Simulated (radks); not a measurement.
Values are calculated unless marked as measured or tabulated.
Initial-state core-level shifts of the germanium ion Ge3+ when its valence configuration changes from [Ar] 3d10 4s1. Code: a radial shooting solver on a logarithmic mesh with Libxc functionals. Model: non-relativistic Kohn-Sham, r2SCAN, spin-polarised, spherical densities, point nucleus; open shells are filled with parallel spins first; meta-GGA in the generalised Kohn-Sham scheme. Shifts are changes of the shell-averaged eigenvalues in eV (positive: less bound); the change of the density at the nucleus, which sets a Mossbauer isomer shift, is in e/bohr^3, on a base of 2.248e+04.

| valence | 1s | 2s | 2p | 3p | density at nucleus |
|---|---|---|---|---|---|
| 3d9 4s1 4p1 | -13.330 | -14.480 | -14.416 | -11.706 | +6.145 |
| 3d10 4p1 | -1.534 | -1.464 | -1.467 | -1.512 | -16.181 |
| 3d9 4s2 | -12.195 | -13.382 | -13.318 | -10.554 | +23.838 |
| 3d9.5 4s1 4p0.5 | -6.579 | -7.133 | -7.101 | -5.831 | +2.883 |
| 3d9 4s1.5 4p0.5 | -12.844 | -14.009 | -13.946 | -11.199 | +14.967 |
| 3d9.5 4s1.5 | -6.015 | -6.594 | -6.562 | -5.249 | +11.451 |
| 3d10 4s0.5 4p0.5 | -0.767 | -0.733 | -0.735 | -0.756 | -8.168 |
| 3d7 4s2 4p2 | -41.410 | -45.266 | -45.104 | -34.871 | +42.296 |
